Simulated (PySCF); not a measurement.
# Orbital picture of CoCl

r²SCANh at R = 2.138 Å; PySCF, no relativity, basis sets Co def2-TZVPPD, Cl def2-TZVPPD. State: ³Δ (triplet), unpaired electrons σ ↑, δ ↑. Only the outer orbitals are listed, counted within each symmetry.

```csv
spin,orbital,occ.,ε (eV),on Co (%),main shells (%)
α,10σ,1,-9.18,40,"57 Cl p, 35 Co d"
α,4π,1,-7.86,31,"69 Cl p, 30 Co d"
α,4π,1,-7.86,31,"69 Cl p, 30 Co d"
α,1δ,1,-7.80,100,100 Co d
α,11σ,1,-6.90,78,"58 Co d, 22 Cl p, 20 Co s"
α,1δ,1,-6.43,100,100 Co d
α,5π,1,-5.97,72,"70 Co d, 28 Cl p"
α,5π,1,-5.97,72,"70 Co d, 28 Cl p"
α,12σ,0,-3.23,93,"68 Co s, 21 Co p"
α,6π,0,-0.29,106,104 Co p
α,6π,0,-0.29,106,104 Co p
β,10σ,1,-8.67,15,"83 Cl p, 8 Co s"
β,4π,1,-7.71,17,"82 Cl p, 16 Co d"
β,4π,1,-7.71,17,"82 Cl p, 16 Co d"
β,1δ,1,-5.66,100,100 Co d
β,5π,1,-5.26,84,"83 Co d, 16 Cl p"
β,5π,1,-5.26,84,"83 Co d, 16 Cl p"
β,11σ,0,-3.01,100,"80 Co s, 15 Co p"
β,12σ,0,-1.02,97,"76 Co d, 21 Co p"
β,1δ,0,-0.77,100,100 Co d
```

Task: Which are the highest filled and the lowest empty level, where do they sit, and how wide is the gap?

Result: Highest filled β 5π at -5.26 eV (in %: 83 Co d, 16 Cl p); lowest empty α 12σ at -3.23 eV (in %: 68 Co s, 21 Co p); the gap at r²SCANh is 2.03 eV.

```json
{
 "bond order (Mayer)": "0.86",
 "⟨S²⟩": "2.011",
 "charge on Co (Mulliken, basis-dependent)": "0.51",
 "charge on Co (Löwdin, basis-dependent)": "0.15",
 "dipole moment (positive dipole means Co(−)Cl(+))": "-5.39 D"
}
```

Shares are Mulliken populations and can fall outside 0 to 100 %.

With d or f electrons several states lie close, and the lowest PBE0 determinant need not be the measured ground state.
